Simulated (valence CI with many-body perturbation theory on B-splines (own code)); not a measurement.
**Sc XVI: calculated level list**

Method: configuration interaction combined with many-body perturbation theory (CI+MBPT): four valence electrons over a frozen Dirac-Fock core [He], radial functions for each j: 11 s, 11 p, 9 d, 7 f, 5 g, 2 h, 1 i, with the one-electron correlation potential Σ1 (screened to all orders), the two-electron term Σ2, the three-electron term Σ3, Breit, model QED; selected single and double excitations, second order for the rest (own B-spline code, finite nucleus).

No measured spectrum was set against this ion. As an estimate, levels of excited configurations hold to 0.05 to 0.15 % of their energy, terms of the ground configuration to about 0.5 %.

Levels 91 to 96 of 96, with energies above the lowest level, 2s²2p² ³P_0. "Leading %" is the weight of the configuration and term that name the level; weights of strongly mixed levels are sums over their largest components and can fall short. In the jj column 3d3/2^4 stands for four electrons in 3d with j = 3/2.

```tsv
No.	Configuration	Term	J	E (Ry)	Leading %	Leading jj	g	Second component
91	2s2p²3p	³F°	2	48.047	64	2s 2p1/2 2p3/2 3p1/2 (76 %)	0.790	32 % 2s2p²3p ¹D°
92	2s2p²3d	³P	0	48.100	88	2s 2p3/2^2 3d5/2 (60 %)		5 % 2s2p²3s ³P
93	2s2p²3d	³F	3	48.124	95	2s 2p1/2 2p3/2 3d5/2 (42 %)	1.093	
94	2s2p²3p	³F°	3	48.141	96	2s 2p1/2 2p3/2 3p3/2 (33 %)	1.086	
95	2s2p²3p	¹D°	2	48.194	58	2s 2p1/2 2p3/2 3p3/2 (41 %)	0.904	33 % 2s2p²3p ³F°
96	2s2p²3p	³F°	4	48.210	98	2s 2p1/2 2p3/2 3p3/2 (56 %)	1.252
```

Names give the largest LS component (configuration and term), which can be under half, so a name can repeat, a term be missing and a line seem to break the LS rules; names also repeat where a configuration has a term twice.
